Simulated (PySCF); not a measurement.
# How the method changes the shape and vibrations of AlClGeH3 cation

All numbers below are calculated, not measured. They come from PySCF 2.14.0, an open-source quantum chemistry program, on an isolated molecule that a program drew, which may never have been made. The molecule is AlClGeH3 cation (charge +1, singlet), drawn as the SMILES string `[Cl][AlH][GeH2+]`.

The geometry was optimised and harmonic frequencies were computed with HF and MP2, all in the cc-pV(D+d)Z basis, for the commonest isotopes, with a restricted reference for singlets and an unrestricted one otherwise, and a frozen core in MP2. Germanium has the cc-pVDZ-PP basis, with a core potential (ECP10MDF) in place of its 10 inner electrons, and its 3s, 3p and 3d shells are frozen in MP2. Each result is a local minimum of its method.

Geometry at the HF minimum:
```xyz
6
AlClGeH3 cation, angstrom
Cl   -0.3838    1.9891   -0.3078
Al    1.2114    0.8606   -0.9719
Ge    1.6084   -0.9378    0.8474
H     2.1307    0.8677   -2.2155
H     0.9346   -2.3050    0.8980
H     2.4866   -0.7628    2.0819
```

Lengths of the bonds as drawn, in Å (atoms numbered as above):
```
bond,HF,MP2
Cl1-Al2,2.064,2.067
Al2-Ge3,2.589,2.582
Al2-H4,1.546,1.550
Ge3-H5,1.525,1.534
Ge3-H6,1.525,1.534
```

Rotational constants, in GHz:
| constant | HF | MP2 |
|---|---|---|
| A | 10.37 | 9.831 |
| B | 1.377 | 1.428 |
| C | 1.234 | 1.267 |

Harmonic frequencies in cm^-1, each column in rising order, so a row needn't be the same motion in every method:
```
rank,HF,MP2
1,81,63
2,104,108
3,290,288
4,339,319
5,470,448
6,545,516
7,573,560
8,637,612
9,970,?
10,2136,2094
11,2270,2203
12,2285,2226
```

**Estimate the missing MP2 frequency from the HF column.**

A single factor s that minimises the squared misfit of MP2 against s times HF over the other rows is sum(HF x MP2) / sum(HF^2) = 0.9735, with an rms misfit of 10 cm^-1. For rank 9 it gives 0.9735 x 970 = 944 cm^-1. The calculation gives 922 cm^-1, 22 cm^-1 below the estimate. The drawn bonds are on average 0.3 % longer in MP2 than in HF.
